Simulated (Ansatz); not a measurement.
Reaction (isomerisation): `CB[NH][GaH2]` → `B[NH][GaH][CH3]`

Isolated molecules relaxed with PBE0-D4/def2-TZVP in Ansatz; ΔE leaves out vibrations. CCSD(T)/CBS adds triple-zeta CCSD(T) − MP2 to the extrapolated MP2 energy (def2 sets, frozen cores). Functionals use def2-TZVPP. HSE06 is defined as in plane-wave codes. For Ga outer-core shells are correlated without core-valence functions, which leaves a few kJ/mol of doubt a bond. Scalar relativity is left out up to krypton. One conformer a species, not always the lowest.

Problem. Is it downhill or uphill in electronic energy at CCSD(T)/CBS, and by how much? (An estimate is asked.)

Solution. The calculation gave: Nearly level: ΔE = +1.9 kJ/mol.

Problem. What do these levels give: LDA (SPW92), BLYP-D4, B97M-V, ωB97X-V, ωB97M-V, r2SCAN, HSE06, BHLYP, LC-ωPBE, HF/def2-SVP, HF/def2-QZVPP, HF/CBS(def2)? (Estimate.)

Solution. Ansatz gave: LDA (SPW92) 14.5, BLYP-D4 6.6, B97M-V 19.7, ωB97X-V 7.1, ωB97M-V 7.1, r2SCAN 8.2, HSE06 8.6, BHLYP 7.7, LC-ωPBE 8.1, HF/def2-SVP 13.5, HF/def2-QZVPP 8.9, HF/CBS(def2) 9.0 kJ/mol.

Largest T1 diagnostic among the species: 0.013.

In def2-TZVPP, CCSD(T) changes the Hartree–Fock value by −5.0 kJ/mol (the triples alone add −0.6 kJ/mol) and MP2 by −7.2 kJ/mol. Leaving LDA and LC-ωPBE aside and taking each functional with its dispersion term where it has one, the values, not all of them listed here, spread over 15.1 kJ/mol, from B2PLYP to B97M-V. LDA lies +6.5 kJ/mol from PBE without D4. At CCSD(T), def2-SVP lies +9.0 kJ/mol from the extrapolated value and def2-TZVPP +1.5 kJ/mol.
